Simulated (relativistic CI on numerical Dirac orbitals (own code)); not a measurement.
## How well does a small relativistic CI reproduce As?

Computed by Dirac-Coulomb-Breit CI, KLI orbitals optimised for each configuration, model QED (radiative potential, 1s self-energy scaled to tabulated hydrogen-like ionisation energies), valence Slater integrals scaled by 0.85, P86 correlation energy added to each configuration (own radial code, finite nucleus).

Configurations in the expansion (outside the closed core [Ar] 3d10): 4s2 4p3, 4s2 4p2 5s, 4s2 4p2 4d, 4s 4p4, 4s2 4p2 5p, 4s2 4p2 6s, 4s2 4p2 6p, 4s2 4p2 5d, 4s2 4p2 4f, 4s2 4p2 7s, 4s2 4p2 7p, 4s2 4p 4d2, 4s2 4p2 6d, 4s2 4p2 5f, 4s2 4p2 5g, 4s2 4p2 7d. Levels of other configurations are missing.

```tsv
Configuration	Term (tabulated)	J	Measured (cm⁻¹)	Computed	Error	Purity (%)
4s2 4p3	4S°	3/2	0.0	0	0	99
4s2 4p3	2D°	3/2	10592.7	11968	1375	96
4s2 4p3	2D°	5/2	10914.9	12269	1354	100
4s2 4p3	2P°	1/2	18186.3	19725	1538	99
4s2 4p3	2P°	3/2	18647.7	20207	1560	95
4s2 4p2 5s	4P	1/2	50693.9	52177	1483	96
4s2 4p2 5s	4P	3/2	51610.4	53081	1471	97
4s2 4p2 5s	4P	5/2	52898.1	54396	1498	98
4s2 4p2 5s	2P	1/2	53135.8	54886	1750	94
4s2 4p2 5s	2P	3/2	54605.5	56403	1798	91
4s2 4p2 5s	2D	5/2	60815.2	63229	2414	88
4s2 4p2 5s	2D	3/2	60835.0	63287	2452	94
```

Measured levels from NIST Handbook of Basic Atomic Spectroscopic Data (Sansonetti and Martin, J. Phys. Chem. Ref. Data 34, 1559 (2005)); pairs were made by configuration, J and term (by order where the table uses no LS term), so strongly mixed levels may be paired wrongly.

Mean error by configuration (cm⁻¹): 4s2 4p3 1457; 4s2 4p2 5s 1838. Over the excited levels the mean absolute error is 1699 cm⁻¹ (11 of the 11 excited levels that our extract of the source holds in range could be paired), and the median relative error of those above 1,000 cm⁻¹ is 4 %.
